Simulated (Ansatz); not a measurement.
`F[Si](F)(F)S` and `F[Si](F)(F)[SnH3]` differ in one atom or group.

Ansatz, PBE0-D4/def2-TZVP geometries, multiplicity 1. Each molecule was computed in one conformer, which needn't be the lowest.

Elements past krypton have def2 core potentials.

```tsv
property	`F[Si](F)(F)S`
HOMO–LUMO gap (PBE/def2-TZVPP) / eV	6.13
ideal-gas entropy at 298 K and 1 bar (rigid rotor, harmonic PBE0-D4/def2-TZVP) / J/(mol·K)	332
LUMO energy (PBE0/def2-TZVPP) / eV	-0.14
HOMO energy (B3LYP/def2-TZVPP) / eV	-8.28
size of the dipole moment (ωB97M-V/def2-TZVPP) / D	1.54
LUMO energy (B3LYP/def2-TZVPP) / eV	-0.44
```

Q: Give the same properties after the change, and the shifts. (Estimate.)

A: The calculation gave: 
| property | `F[Si](F)(F)[SnH3]` | shift |
| --- | --- | --- |
| HOMO–LUMO gap (PBE/def2-TZVPP) / eV | 6.57 | 0.44 |
| ideal-gas entropy at 298 K and 1 bar (rigid rotor, harmonic PBE0-D4/def2-TZVP) / J/(mol·K) | 369 | 37 |
| LUMO energy (PBE0/def2-TZVPP) / eV | -0.33 | -0.19 |
| HOMO energy (B3LYP/def2-TZVPP) / eV | -8.71 | -0.43 |
| size of the dipole moment (ωB97M-V/def2-TZVPP) / D | 2.05 | 0.51 |
| LUMO energy (B3LYP/def2-TZVPP) / eV | -0.52 | -0.08 |

With PBE0 the HOMO falls by 0.35 eV and the LUMO falls by 0.19 eV, so the gap widens by about 0.16 eV. PBE moves the HOMO by -0.46 eV and ωB97M-V by -0.19 eV. The zero-point energy changes by 28.3 kJ/mol with +6 modes. Dipoles are sizes alone; their direction can turn. Modes under 60 cm⁻¹, often nearly free rotors, make the harmonic entropy too high.

B3LYP here is the variant with VWN-RPA as its local correlation; programs differ in this.
